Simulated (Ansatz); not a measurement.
Consider the atomization: `BOCCS` → B• + 2 C• + 7 H• + O• + S•.

Computed with Ansatz on PBE0-D4/def2-TZVP structures; ΔE is electronic, products minus reactants. CBS: MP2 limit from def2 TZ/QZ plus the TZ coupled-cluster correction, frozen cores. This one scheme is used for every species, atoms too. DFT in def2-TZVPP. B3LYP here is the variant with VWN-RPA as its local correlation; programs differ in this. HSE06 is defined as in plane-wave codes. Open shells (•) are unrestricted, without spin–orbit coupling. Spin–orbit coupling would lower the free atoms: a little for B, C, O, S. Each species was taken in one conformer, which may not be the lowest.

`BOCCS`:

Cartesian coordinates in Å:
```
B -0.464 2.187 0.067
O 0.337 1.224 0.546
C -0.065 -0.136 0.595
C 0.771 -0.948 -0.370
S 0.420 -2.717 -0.265
H -0.025 3.299 0.052
H -1.569 1.914 -0.324
H 0.089 -0.497 1.615
H -1.129 -0.223 0.351
H 0.637 -0.595 -1.394
H 1.829 -0.846 -0.122
H -0.831 -2.661 -0.751
```

```csv
level,ΔE (eV),difference from CCSD(T)/CBS
PBE-D4,47.46,0.97
revPBE-D4,46.34,-0.15
r2SCAN-D4,46.73,0.24
B3LYP-D4,46.58,0.09
ωB97X-V,46.68,0.19
PBE-QIDH,46.34,-0.15
BLYP,45.95,-0.54
PBE0,46.52,0.03
B3LYP,46.22,-0.27
r2SCANh,46.41,-0.08
HSE06,46.57,0.08
SCS-MP2/def2-TZVPP,45.89,-0.60
CCSD/def2-TZVPP,44.73,-1.76
CCSD(T)/def2-TZVPP,45.37,-1.12
SCS-MP2/def2-QZVPP,46.62,0.13
CCSD/CBS(def2),45.84,-0.65
CCSD(T)/CBS,46.49,0
```

Largest T1 diagnostic among the species: 0.014.

From BLYP to BHLYP (50 % exact exchange), in def2-TZVPP and without D4, ΔE moves by −0.87 eV: exact exchange takes away binding that semilocal exchange gives to molecules. In def2-TZVPP, CCSD(T) changes the Hartree–Fock value by +10.92 eV (the triples alone add +0.65 eV) and MP2 by +11.62 eV; breaking electron pairs costs correlation energy, which Hartree–Fock lacks. The D4 term adds +0.36 eV with B3LYP and +0.19 eV with PBE0; it sums over pairs of atoms, weighted by their polarisabilities, and B3LYP, whose exchange is more repulsive, gets the larger term.

For atomizations the MP2-based limit and the directly extrapolated one differ by several kJ/mol either way, and by 10 to 25 for some Ge, Se and Sn compounds, so smaller differences from it don't rank the levels.
